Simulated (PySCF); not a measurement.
## Tb²⁺: excitation energy

Tb²⁺ [Xe] 4f9 (high-spin determinant) → Tb²⁺ [Xe] 4f8 5d1 (high-spin determinant), as a difference of total energies. Calculation: PySCF 2.14, in x2c-TZVPPall with one added diffuse shell each of s, p, d, f type (12s8p8d5f2g, 129 functions); scalar relativity by spin-free X2C-1e. Correlated levels: valence: [Kr] 4d10 frozen; valence and next inner shell: [Ar] 3d10 frozen. The calculations carry no spin-orbit coupling.

| method | excitation energy (cm⁻¹) |
| --- | --- |
| UHF | -18376 |
| LDA | 22176 |
| PBE | 20959 |
| PBE0 | 12119 |
| r2SCAN | 14993 |
| MP2 (valence) | 6620.2 |
| SCS-MP2 (valence) | 6555.3 |
| MP2 (valence and next inner shell) | 10000 |
| SCS-MP2 (valence and next inner shell) | 8438.9 |

A first-order spin-orbit estimate (lowest level to lowest level, LS coupling) adds 0.363 eV.

The determinant of the upper state and of the lower state mixes LS terms, which raises its energy above the lowest term, most at the Hartree-Fock and MP2 levels.
